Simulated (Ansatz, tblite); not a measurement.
Cost and result up the ladder for Bi8O17H10 (35 atoms). The state is a singlet with charge 0. Geometry: PBE-D4/def2-SVP.

```xyz
35

Bi   -0.366    0.014   -1.877
Bi    1.264    1.284    1.802
Bi   -1.171   -1.933    1.214
Bi    3.438   -0.222   -0.754
Bi   -2.644    1.611    0.955
Bi    1.498    3.401   -1.549
Bi    1.123   -3.157   -1.341
Bi    2.111   -2.219    2.015
O    -2.587    0.044   -2.390
O     1.846   -1.156   -1.874
O    -0.057   -0.663   -3.884
O    -0.759   -2.152   -1.124
O     0.797   -3.449    0.772
O     3.304   -2.648   -0.216
O    -2.648   -0.405    0.090
O    -0.285    2.613   -2.381
O    -2.536    2.381   -1.110
O     0.206   -2.213    3.224
O    -1.888   -0.038    2.611
O     3.154   -0.262    1.370
O     0.637   -0.710    0.948
O     0.791    4.163    0.266
O     2.109    1.523   -0.695
O    -0.611    2.110    1.028
O     0.551    0.438    3.704
H    -2.760   -0.485   -3.192
H     0.899   -0.878   -3.858
H     4.059   -3.267   -0.159
H    -2.799   -0.407   -0.936
H    -1.142    2.698   -1.800
H    -2.834    1.675   -1.752
H     0.267   -1.283    3.612
H    -2.600   -0.339    3.210
H     0.062    3.519    0.560
H    -0.430    0.411    3.513
```

Ansatz on 2 threads of AMD EPYC 7R13 on a shared host and a share (18 GiB) of an NVIDIA H100 80GB HBM3; xTB runs through tblite on one thread. Times are rough, summed over both states, and most runs start from the orbitals of an earlier one. PBE0-D4/def2-SVP serves as the yardstick here, not as an exact answer. The other state is a doublet.

In the def2 sets Bi takes a core potential; there is no spin–orbit coupling. The xTB rows come from tblite. Correlated methods freeze 49 core orbitals; core or outer-core shells of Bi are correlated, in sets that lack core-valence functions. Single mean-field runs in def2-SVP are fitted with def2-universal-jkfit. HOMO above LUMO, or a gap near zero within one spin, warns that the state may not be the lowest or that an electron is smeared out.

Correlated methods converge slowly with the basis, most of all in double-zeta sets.

Raw xTB energies of ions are shifted by several eV.

```tsv
level	functions	vertical IE (eV)	difference from PBE0-D4/def2-SVP (eV)	remarks
B2PLYP/def2-SVP	496	7.86	0.13	–
PBE-D4/def2-SVP (with forces)	496	7.05	-0.68	gap within one spin near zero (+1 doublet)
GFN1-xTB	120	11.72	3.99	–
GFN2-xTB	110	11.76	4.03	–
PBE0-D4/def2-SVP (with forces)	496	7.73	0.00	–
```

(1) Estimate how long each takes.

Results:

(1) GFN2-xTB 0.17 s; GFN1-xTB 0.2 s; PBE-D4/def2-SVP (with forces) 29 s; B2PLYP/def2-SVP 49 s; PBE0-D4/def2-SVP (with forces) 60 s. On shared hardware such times vary by a factor of up to 3.
